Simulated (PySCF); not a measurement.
C5H7F, SMILES C=CC/C=C\F.

Geometry: B3LYP-D3(BJ)/def2-SVP. The structure was generated by enumeration; whether it is a known compound was not checked. One conformer was computed; it need not be the lowest.

Two levels are set side by side: PBE/def2-TZVP (PySCF) and r2SCAN/def2-TZVP (PySCF). Same geometry, gas phase. Differences are taken from unrounded values.

| quantity | PBE |
|---|---|
| orbital gap (eV) | 4.95 |
| highest occupied level (eV) | -6.08 |
| lowest empty level (eV) | -1.13 |
| dipole moment (D) | 1.02 |
| mean polarisability (bohr³) | 64.3 |

Task: These are the PBE values. What does r2SCAN give? (An estimate is asked for; the answer gives what the named calculation found.)

Result: 
| quantity | r2SCAN | PBE minus r2SCAN |
|---|---|---|
| orbital gap (eV) | 5.38 | -0.43 |
| highest occupied level (eV) | -6.29 | 0.21 |
| lowest empty level (eV) | -0.91 | -0.22 |
| dipole moment (D) | 1.08 | -0.06 |
| mean polarisability (bohr³) | 63.3 | 1.0 |

Rough cost on one machine, each run with all the roots and properties that it gave: r2SCAN against PBE about 3 times.
